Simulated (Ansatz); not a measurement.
CH$_{2}$ClFO$_{2}$Si, SMILES `O[Si@]1(F)O[C@@H]1Cl`, relaxed with RKS PBE-D4/def2-SVP in the Gaussian-basis code of Ansatz from a rough embedded geometry. The force threshold is 0.03 eV/Å; the program also tests the step.

The species carries charge 0 and has multiplicity 1.

Start:

```xyz
8

O     1.406    1.322   -0.217
Si    0.668   -0.064    0.292
F     1.704   -1.234    0.458
O    -0.294   -0.512   -0.901
C    -1.088   -0.467    0.274
Cl   -2.288    0.801    0.477
H     1.272    1.505   -1.166
H    -1.380   -1.350    0.783
```

(1) How much energy does the relaxation release, and in how many steps? (An estimate is asked.)

(2) Which bonds change most? (Best estimate.)

(3) Give the relaxed structure. (Estimate.)

Results:

(1) Computed: 20.43 kcal/mol, in 14 steps, 2 of them rejected.

(2) The calculation gave: Si2–O4 from 1.596 to 1.684 Å; O4–C5 from 1.419 to 1.485 Å; C5–H8 from 1.060 to 1.105 Å; Si2–F3 from 1.572 to 1.613 Å.

(3) Ansatz gave: 
```xyz
8

O     1.517    1.171   -0.388
Si    0.762   -0.232    0.021
F     1.925   -1.231    0.524
O    -0.449   -0.896   -0.941
C    -1.011   -0.433    0.353
Cl   -2.114    0.976    0.198
H     0.907    1.876   -0.677
H    -1.537   -1.230    0.910
```
